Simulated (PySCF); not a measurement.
Molecular orbitals of GeB

r²SCAN at R = 1.994 Å; PySCF, scalar-relativistic core potentials, basis sets Ge aug-cc-pVDZ-PP with ECP10, B aug-cc-pVDZ. State: ⁴Σ⁻ (quartet), unpaired electrons σ ↑, π ↑↑. Only the outer orbitals are listed, counted within each symmetry, core potentials removing the inner ones.

```tsv
spin	orbital	occ.	ε (eV)	on Ge (%)	main shells (%)
α	5σ	1	-14.58	60	57 Ge s, 32 B s
α	6σ	1	-9.55	39	60 B s, 30 Ge s, 8 Ge p
α	3π	1	-5.94	54	53 Ge p, 44 B p
α	3π	1	-5.94	54	53 Ge p, 44 B p
α	7σ	1	-5.76	42	48 B p, 37 Ge p, 10 B s
α	4π	0	-2.38	48	52 B p, 45 Ge p
α	4π	0	-2.38	48	52 B p, 45 Ge p
β	5σ	1	-12.70	56	57 Ge s, 34 B s, 10 B p
β	6σ	1	-7.49	53	48 B s, 26 Ge s, 26 Ge p
β	3π	0	-3.72	60	61 Ge p, 38 B p
β	3π	0	-3.72	60	61 Ge p, 38 B p
β	7σ	0	-2.96	34	48 B p, 23 Ge p, 18 B s
```

Q: Which are the highest filled and the lowest empty level, where do they sit, and how wide is the gap?

A: Highest filled α 7σ at -5.76 eV (in %: 48 B p, 37 Ge p, 10 B s); lowest empty β 3π at -3.72 eV (in %: 61 Ge p, 38 B p); the gap at r²SCAN is 2.04 eV.

The bond order (Mayer) is 1.70 and the ⟨S²⟩ is 3.754. The charge on Ge (Mulliken, basis-dependent) is 0.42, the charge on Ge (Löwdin, basis-dependent) is 0.24 and the dipole moment (positive dipole means Ge(−)B(+)) is -0.72 D.

Spin–orbit coupling is left out. The state was picked by a PBE0 search and need not be the measured ground state.
